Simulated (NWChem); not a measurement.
System: InSiH5; SMILES [SiH3][InH2]

NWChem input:

```
start job
memory heap 200 mb stack 900 mb global 1100 mb
geometry units angstroms noautoz
  In    -0.010766     0.697095     0.002667
  H      1.498330     1.561763    -0.006579
  H     -1.491699     1.608180    -0.009261
  Si    -0.016533    -1.891786     0.012009
  H      0.488021    -2.407464    -1.302584
  H     -1.378280    -2.472666     0.233397
  H      0.890430    -2.430011     1.076463
end
basis spherical
  * library def2-svp
end
ecp
  In library def2-ecp
end
dft
  xc xpbe96 cpbe96
  iterations 150
  mulliken
end
task dft energy
```

NWChem printed, in part:

```
             Northwest Computational Chemistry Package (NWChem) 7.3.0
             --------------------------------------------------------

 C1  symmetry detected

                             Geometry "geometry" -> ""
                             -------------------------

 Output coordinates in angstroms (scale by  1.889725989 to convert to a.u.)

  No.       Tag          Charge          X              Y              Z
 ---- ---------------- ---------- -------------- -------------- --------------
    1 In                  49.0000    -0.00080404     0.64514838     0.00065629
    2 H                    1.0000     1.50680794     1.51241610    -0.00707633
    3 H                    1.0000    -1.48329692     1.55374232    -0.00659839
    4 Si                  14.0000    -0.00215510    -1.94375553     0.00094344
    5 H                    1.0000     0.50194994    -2.45397049    -1.31595143
    6 H                    1.0000    -1.36268746    -2.52772817     0.22166215
    7 H                    1.0000     0.90679569    -2.48415308     1.06259749

 Effective nuclear repulsion energy (a.u.)     213.0093966547

 Summary of "ao basis" -> "ao basis" (spherical)
 ------------------------------------------------------------------------------
       Tag                 Description            Shells   Functions and Types
 ---------------- ------------------------------  ------  ---------------------
 In                         def2-svp                10       26   4s4p2d
 H                          def2-svp                 3        5   2s1p
 Si                         def2-svp                 8       18   4s3p1d

            General Information
            -------------------
          SCF calculation type: DFT
          Wavefunction type:  closed shell.
          No. of atoms     :     7
          No. of electrons :    40
           Alpha electrons :    20
            Beta electrons :    20
          Charge           :     0
          Spin multiplicity:     1
          Use of symmetry is: off; symmetry adaption is: off
          Maximum number of iterations: 150
          AO basis - number of functions:    69
                     number of shells:    33
          Convergence on energy requested:  1.00D-06
          Convergence on density requested:  1.00D-05
          Convergence on gradient requested:  5.00D-04

              XC Information
              --------------
          PerdewBurkeErnzerhof Exchange Functional  1.000
            Perdew 1991 LDA Correlation Functional  1.000 local
           PerdewBurkeErnz. Correlation Functional  1.000 non-local

             Grid Information
             ----------------
          Grid used for XC integration:  medium
          Radial quadrature: Mura-Knowles
          Angular quadrature: Lebedev.
          Tag              B.-S. Rad. Rad. Pts. Rad. Cut. Ang. Pts.
          ---              ---------- --------- --------- ---------
          In                  1.55      123          10.0       590
          H                   0.35       45          12.0       434
          Si                  1.10       88          11.0       590
          Grid pruning is: on
          Number of quadrature shells:   436
          Spatial weights used:  Erf1

      Superposition of Atomic Density Guess
      -------------------------------------

 Sum of atomic energies:        -509.28524127

      Non-variational initial energy
      ------------------------------

 Total energy =    -480.774920
 1-e energy   =    -942.644731
 2-e energy   =     358.984766
 HOMO         =      -0.264979
 LUMO         =      -0.027924

     ---------------------------------------------
      Total Density - Mulliken Population Analysis
     ---------------------------------------------

    Atom       Charge   Shell Charges
 -----------   ------   -------------------------------------------------------
    1 In  21    20.40   2.60 -0.60  0.84  0.44  3.23  2.77  0.79  0.32  9.69  0.34
    2 H    1     1.22   0.68  0.53  0.01
    3 H    1     1.22   0.68  0.53  0.01
    4 Si  14    13.97   2.00  1.99  1.04  0.32  5.94  1.16  1.44  0.08
    5 H    1     1.06   0.69  0.36  0.01
    6 H    1     1.07   0.69  0.36  0.01
    7 H    1     1.06   0.69  0.36  0.01

   convergence    iter        energy       DeltaE   RMS-Dens  Diis-err
 ---------------- ----- ----------------- --------- --------- ---------
 d= 0,ls=0.0,diis     1   -482.3039900182 -5.85D+02  1.31D-02  1.39D-01
 d= 0,ls=0.0,diis     2   -482.3222872151 -1.83D-02  5.62D-03  2.90D-02
 d= 0,ls=0.0,diis     3   -482.3270000753 -4.71D-03  2.00D-03  1.34D-02
 d= 0,ls=0.0,diis     4   -482.3297767083 -2.78D-03  2.69D-04  8.45D-05
 d= 0,ls=0.0,diis     5   -482.3297863800 -9.67D-06  1.06D-04  2.39D-05
  Resetting Diis
 d= 0,ls=0.0,diis     6   -482.3297920587 -5.68D-06  1.10D-05  3.99D-07
 d= 0,ls=0.0,diis     7   -482.3297921079 -4.92D-08  3.61D-06  1.37D-08

         Total DFT energy =     -482.329792107892
      One electron energy =     -943.730680379206
           Coulomb energy =      397.738641328418
    Exchange-Corr. energy =      -39.222798766634
 Nuclear repulsion energy =      102.885045709531

 Numeric. integr. density =       39.999981261451

                       DFT Final Molecular Orbital Analysis
                       ------------------------------------

 Vector   18  Occ=2.000000D+00  E=-3.074624D-01
              MO Center= -3.8D-01, -2.2D+00,  2.1D-01, r^2= 2.5D+00
   Bfn.  Coefficient  Atom+Function         Bfn.  Coefficient  Atom+Function
  ----- ------------  ---------------      ----- ------------  ---------------
    60      0.360653  6 H  s                 44     -0.295847  4 Si px
    65     -0.235752  7 H  s                 47     -0.233745  4 Si px
    61      0.182305  6 H  s                 41      0.170213  4 Si px
    55     -0.124755  5 H  s                 66     -0.122045  7 H  s
    11     -0.069204  1 In px                56     -0.065587  5 H  s

 Vector   19  Occ=2.000000D+00  E=-2.544877D-01
              MO Center= -9.6D-03,  1.1D+00,  4.2D-03, r^2= 3.6D+00
   Bfn.  Coefficient  Atom+Function         Bfn.  Coefficient  Atom+Function
  ----- ------------  ---------------      ----- ------------  ---------------
    11      0.342065  1 In px                27      0.310831  2 H  s
    32     -0.312223  3 H  s                 28      0.205013  2 H  s
    33     -0.205811  3 H  s                 17     -0.156874  1 In d -2
    14      0.123213  1 In px                 8     -0.115489  1 In px
     5     -0.107054  1 In px                60      0.079821  6 H  s

 Vector   20  Occ=2.000000D+00  E=-2.324486D-01
              MO Center=  4.0D-03, -4.6D-01,  5.1D-04, r^2= 4.3D+00
   Bfn.  Coefficient  Atom+Function         Bfn.  Coefficient  Atom+Function
  ----- ------------  ---------------      ----- ------------  ---------------
    12      0.358222  1 In py                45     -0.285599  4 Si py
    48     -0.283375  4 Si py                27      0.169538  2 H  s
    32      0.166194  3 H  s                 42      0.158937  4 Si py
    39     -0.141159  4 Si s                 28      0.124424  2 H  s
    33      0.122830  3 H  s                 21     -0.116236  1 In d  2

 Vector   21  Occ=0.000000D+00  E=-1.040729D-01
              MO Center= -2.8D-03,  4.2D-01,  6.6D-03, r^2= 4.4D+00
   Bfn.  Coefficient  Atom+Function         Bfn.  Coefficient  Atom+Function
  ----- ------------  ---------------      ----- ------------  ---------------
    13      0.564753  1 In pz                16      0.513447  1 In pz
    56      0.201024  5 H  s                 66     -0.167235  7 H  s
    10     -0.153098  1 In pz                49      0.145232  4 Si pz
     7     -0.141273  1 In pz                55      0.101259  5 H  s
    65     -0.082258  7 H  s                 51      0.070108  4 Si d -1

 Vector   22  Occ=0.000000D+00  E=-2.527058D-02
              MO Center= -7.1D-03,  2.8D-03, -4.0D-03, r^2= 5.8D+00
   Bfn.  Coefficient  Atom+Function         Bfn.  Coefficient  Atom+Function
  ----- ------------  ---------------      ----- ------------  ---------------
     4      1.116153  1 In s                 40     -0.809522  4 Si s
    48     -0.644064  4 Si py                 3      0.623964  1 In s
    33     -0.512194  3 H  s                 28     -0.506103  2 H  s
    15     -0.429096  1 In py                39     -0.401675  4 Si s
     1     -0.318081  1 In s                 38     -0.211449  4 Si s

 Vector   23  Occ=0.000000D+00  E=-1.904941D-03
              MO Center=  5.1D-02, -1.1D+00, -3.7D-02, r^2= 5.0D+00
   Bfn.  Coefficient  Atom+Function         Bfn.  Coefficient  Atom+Function
  ----- ------------  ---------------      ----- ------------  ---------------
    47      0.931055  4 Si px                61      0.833914  6 H  s
    14      0.518792  1 In px                66     -0.512290  7 H  s
    33      0.467453  3 H  s                 28     -0.419557  2 H  s
    56     -0.274553  5 H  s                 11      0.252090  1 In px
    60      0.204831  6 H  s                 17      0.170956  1 In d -2

     ---------------------------------------------
      Total Density - Mulliken Population Analysis
     ---------------------------------------------

    Atom       Charge   Shell Charges
 -----------   ------   -------------------------------------------------------
    1 In  21    20.79   2.60 -0.60  1.05  0.29  3.22  2.79  1.09  0.33  9.59  0.44
    2 H    1     1.08   0.67  0.40  0.01
    3 H    1     1.08   0.67  0.40  0.01
    4 Si  14    13.93   2.00  1.98  1.09  0.25  5.92  1.32  1.27  0.10
    5 H    1     1.04   0.72  0.31  0.01
    6 H    1     1.04   0.72  0.31  0.01
    7 H    1     1.04   0.72  0.31  0.01

     -------------------------------------------
      Total Density - Lowdin Population Analysis
     -------------------------------------------

[...]
```

Level: PBE/def2-SVP with def2 effective core potentials on In. Geometry: optimised at PBE0/def2-SVP. def2 effective core potentials on In; no spin-orbit coupling.
